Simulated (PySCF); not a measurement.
# Radial density of F⁺ (fluorine, charge +1)

PBEsol, [He] 2s2 2p3 3s1, high-spin 5S determinant (an excited configuration). Calculation: PySCF 2.14, in aug-cc-pwCVDZ; the non-relativistic Hamiltonian (point nucleus).

```csv
r (bohr),4πr²ρ (e/bohr),4πr²(ρα − ρβ)
0.00373,0.07356,0.0001
0.00628,0.1997,0.0004
0.0106,0.5214,0.0010
0.0178,1.299,0.0026
0.0299,2.955,0.0068
0.0503,5.823,0.0183
0.0846,8.972,0.0588
0.142,9.315,0.2412
0.239,5.606,0.8963
0.402,3.890,2.2631
0.677,5.463,3.2349
1.14,3.190,1.7967
1.92,0.6453,0.4584
3.22,0.3971,0.3956
5.42,0.02865,0.0286
```

The outer electron is Rydberg-like, and this basis confines it to a smaller radius and binds it less than a complete one would.
